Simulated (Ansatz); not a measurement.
Ansatz (a first-principles code) input (PBE/def2-TZVPD):

Ansatz 0.2 input:
```yaml
crystal:
  periodic: [false, false, false]
  atoms:
    - {symbol: C, position_ang: [1.76751175, -0.28952813, 0.05533521]}
    - {symbol: O, position_ang: [0.46893467, 0.15848324, -0.32052906]}
    - {symbol: B, position_ang: [-0.64729400, -0.15403985, 0.35023717]}
    - {symbol: O, position_ang: [-1.85634988, 0.30244175, -0.05578214]}
    - {symbol: H, position_ang: [1.72785983, -0.91214635, 0.95034321]}
    - {symbol: H, position_ang: [2.19004096, -0.86263111, -0.77002560]}
    - {symbol: H, position_ang: [2.39489258, 0.58171550, 0.24381929]}
    - {symbol: H, position_ang: [-2.58207219, 0.01303004, 0.50315564]}
basis:
  gaussian:
    orbitals: def2-TZVPD
hamiltonian:
  xc: {name: PBE}
magnetization: {spin_polarized: true, initial_magnetization: 1}
output: {forces: true}
```

End of the output:

```
integrals: 0.08 GiB planned
911 factors; their error is unknown
0.31 GiB of the device are held for the grids
0.95 GiB of device memory are held for the factors and their scratch space
mean field: 0.84 GiB planned
mean field evaluation 1: about -5857.4751 eV, gradient 5.6e1 eV
mean field evaluation 2: about -5815.6824 eV, gradient 1.2e2 eV
mean field evaluation 4: about -5868.2057 eV, gradient 8.8e0 eV
mean field evaluation 8: about -5868.4890 eV, gradient 2.6e-1 eV
mean field evaluation 16: about -5868.4655 eV, gradient 1.0e-4 eV
mean field -5868.46548589 eV, -215.6621288176 hartree, gradient 2.1e-5 eV, S^2 0.752615; 0 other end points of the search recorded, 0 dependent functions left out
the calculation of the forces begins
reference -5868.46554967 eV, -215.6621311615 hartree; 16, 15 occupied and 174, 175 virtual orbitals, 911 factors
Total energy: -5868.46554967 eV, -215.6621311615 hartree
Atom 0 at     1.767512    -0.289528     0.055335 Å, force    -0.103643     0.011001     0.005269 eV/Å
Atom 1 at     0.468935     0.158483    -0.320529 Å, force     0.116282     0.196477    -0.303401 eV/Å
Atom 2 at    -0.647294    -0.154040     0.350237 Å, force     0.002908    -0.259439     0.369016 eV/Å
Atom 3 at    -1.856350     0.302442    -0.055782 Å, force    -0.002725     0.286665    -0.407839 eV/Å
Atom 4 at     1.727860    -0.912146     0.950343 Å, force    -0.006519    -0.173180     0.248033 eV/Å
Atom 5 at     2.190041    -0.862631    -0.770026 Å, force     0.118332    -0.150381    -0.222509 eV/Å
Atom 6 at     2.394893     0.581716     0.243819 Å, force     0.172667     0.232722     0.046407 eV/Å
Atom 7 at    -2.582072     0.013030     0.503156 Å, force    -0.297303    -0.143865     0.265024 eV/Å
Dipole moment:     0.098627    -0.142493     0.183071 e Å
```

It need not be the lowest isomer of its formula.
